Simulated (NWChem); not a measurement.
System: CH4Ge, singlet; SMILES [CH3][GeH]

Here is an NWChem input.

```
start job
memory heap 200 mb stack 900 mb global 1100 mb
geometry units angstroms noautosym nocenter noautoz
  Ge     0.037340    -0.451655    -0.000441
  H     -1.581719    -0.526574     0.000720
  C      0.035589     1.557346    -0.000434
  H      1.053324     1.992299    -0.004245
  H     -0.519328     1.927105     0.890182
  H     -0.527740     1.929486    -0.884606
end
basis spherical
  * library def2-svp
end
dft
  xc pbe0
  iterations 150
end
property
  efieldgrad
end
task dft property
```

NWChem printed, in part:

```
             Northwest Computational Chemistry Package (NWChem) 7.3.0
             --------------------------------------------------------

                             Geometry "geometry" -> ""
                             -------------------------

 Output coordinates in angstroms (scale by  1.889725989 to convert to a.u.)

  No.       Tag          Charge          X              Y              Z
 ---- ---------------- ---------- -------------- -------------- --------------
    1 Ge                  32.0000     0.03734000    -0.45165500    -0.00044100
    2 H                    1.0000    -1.58171900    -0.52657400     0.00072000
    3 C                    6.0000     0.03558900     1.55734600    -0.00043400
    4 H                    1.0000     1.05332400     1.99229900    -0.00424500
    5 H                    1.0000    -0.51932800     1.92710500     0.89018200
    6 H                    1.0000    -0.52774000     1.92948600    -0.88460600

 Effective nuclear repulsion energy (a.u.)      91.6228467528

                              NWChem Property Module
                              ----------------------

  itol2e modified to match energy
  convergence criterion.

                                 NWChem DFT Module
                                 -----------------

 Summary of "ao basis" -> "ao basis" (spherical)
 ------------------------------------------------------------------------------
       Tag                 Description            Shells   Functions and Types
 ---------------- ------------------------------  ------  ---------------------
 Ge                         def2-svp                12       32   5s4p3d
 H                          def2-svp                 3        5   2s1p
 C                          def2-svp                 6       14   3s2p1d

  itol2e modified to match energy
  convergence criterion.

            General Information
            -------------------
          SCF calculation type: DFT
          Wavefunction type:  closed shell.
          No. of atoms     :     6
          No. of electrons :    42
           Alpha electrons :    21
            Beta electrons :    21
          Charge           :     0
          Spin multiplicity:     1
          Use of symmetry is: off; symmetry adaption is: off
          Maximum number of iterations: 150
          AO basis - number of functions:    66
                     number of shells:    30
          Convergence on energy requested:  1.00D-07
          Convergence on density requested:  1.00D-05
          Convergence on gradient requested:  5.00D-04

              XC Information
              --------------
                         PBE0 Method XC Functional
                     Hartree-Fock (Exact) Exchange  0.250
          PerdewBurkeErnzerhof Exchange Functional  0.750
            Perdew 1991 LDA Correlation Functional  1.000 local
           PerdewBurkeErnz. Correlation Functional  1.000 non-local

             Grid Information
             ----------------
          Grid used for XC integration:  fine
          Radial quadrature: Mura-Knowles
          Angular quadrature: Lebedev.
          Tag              B.-S. Rad. Rad. Pts. Rad. Cut. Ang. Pts.
          ---              ---------- --------- --------- ---------
          Ge                  1.25      140           9.0       974
          H                   0.35       60          10.0       590
          C                   0.70       70           9.0       590
          Grid pruning is: on
          Number of quadrature shells:   450
          Spatial weights used:  Erf1

      Superposition of Atomic Density Guess
      -------------------------------------

 Sum of atomic energies:       -2114.66541693

      Non-variational initial energy
      ------------------------------

 Total energy =   -2115.287644
 1-e energy   =   -3129.179620
 2-e energy   =     922.269129
 HOMO         =      -0.222909
 LUMO         =      -0.069508

[...]

          -----------------------
          Electric field gradient
          -----------------------

 1 a.u. = 0.324123 10**(16) esu/cm**3  ( or statvolts/cm**2 ) = 0.97174 10**(22) v/m**2

 ------------------------------------------------------------
   Atom      X         Y         Z
 ------------------------------------------------------------
    1 Ge   0.07056  -0.85350  -0.00083
 ------------------------------------------------------------

 Electric field gradient in molecular frame (a.u.)
         XX             YY             ZZ             XY             XZ             YZ
 ------------------------------------------------------------------------------------------
        2.320218       2.431909      -4.752127      -0.996499      -0.004462      -0.003048

 Principal components (a.u.) and orientation
 of principal axis w.r.t. absolute frame                      Asymmetry parameter eta
 --------------------------------------------------------------------------------------
       -4.752131       3.374126       1.378006                       0.420047

        0.000705      -0.687039       0.726620
        0.000522       0.726620       0.687039
        1.000000       0.000105      -0.000871

 ------------------------------------------------------------
   Atom      X         Y         Z
 ------------------------------------------------------------
    2 H   -2.98902  -0.99508   0.00136
 ------------------------------------------------------------

 Electric field gradient in molecular frame (a.u.)
         XX             YY             ZZ             XY             XZ             YZ
 ------------------------------------------------------------------------------------------
       -0.100474       0.059744       0.040730      -0.010188       0.000103      -0.000004

 Principal components (a.u.) and orientation
 of principal axis w.r.t. absolute frame                      Asymmetry parameter eta
 --------------------------------------------------------------------------------------
       -0.101119       0.060389       0.040730                       0.194410

        0.998000      -0.063204       0.000692
        0.063204       0.998000       0.000559
       -0.000726      -0.000514       1.000000

 ------------------------------------------------------------
   Atom      X         Y         Z
 ------------------------------------------------------------
    3 C    0.06725   2.94296  -0.00082
 ------------------------------------------------------------

 Electric field gradient in molecular frame (a.u.)
         XX             YY             ZZ             XY             XZ             YZ
 ------------------------------------------------------------------------------------------
       -0.005624       0.073372      -0.067748       0.003034       0.000121       0.000116

 Principal components (a.u.) and orientation
 of principal axis w.r.t. absolute frame                      Asymmetry parameter eta
 --------------------------------------------------------------------------------------
        0.073489      -0.067749      -0.005740                       0.843784

        0.038329      -0.001903       0.999263
        0.999265      -0.000782      -0.038331
        0.000854       0.999998       0.001872

 ------------------------------------------------------------
   Atom      X         Y         Z
 ------------------------------------------------------------
    4 H    1.99049   3.76490  -0.00802
 ------------------------------------------------------------

 Electric field gradient in molecular frame (a.u.)
         XX             YY             ZZ             XY             XZ             YZ
 ------------------------------------------------------------------------------------------
       -0.228162       0.085475       0.142687      -0.158528       0.001384       0.000620

 Principal components (a.u.) and orientation
 of principal axis w.r.t. absolute frame                      Asymmetry parameter eta
 --------------------------------------------------------------------------------------
       -0.294336       0.151643       0.142692                       0.030410

        0.922833      -0.385168       0.004882
        0.385184       0.922836      -0.002688
       -0.003470       0.004361       0.999984

 ------------------------------------------------------------
   Atom      X         Y         Z
 ------------------------------------------------------------
    5 H   -0.98139   3.64170   1.68220
 ------------------------------------------------------------

 Electric field gradient in molecular frame (a.u.)
         XX             YY             ZZ             XY             XZ             YZ
 ------------------------------------------------------------------------------------------
        0.034137       0.101875      -0.136012       0.070761       0.172215      -0.113718

 Principal components (a.u.) and orientation
 of principal axis w.r.t. absolute frame                      Asymmetry parameter eta
 --------------------------------------------------------------------------------------
       -0.288923       0.147779       0.141144                       0.022963

       -0.499322       0.181391       0.847216
        0.324213       0.945915      -0.011442
        0.803470      -0.268965       0.531126

 ------------------------------------------------------------
   Atom      X         Y         Z
 ------------------------------------------------------------
    6 H   -0.99728   3.64620  -1.67166
 ------------------------------------------------------------

 Electric field gradient in molecular frame (a.u.)
         XX             YY             ZZ             XY             XZ             YZ
 ------------------------------------------------------------------------------------------
        0.030824       0.101351      -0.132175       0.072353      -0.173687       0.113761

[...]
```

Level: PBE0/def2-SVP. Low-valent species are run as closed-shell singlets; no triplet was tried in these runs. All runs use the structure optimised with PBE-D3(BJ)/def2-SVP. NWChem prints the field gradient with the sign opposite to the second derivative of the potential.
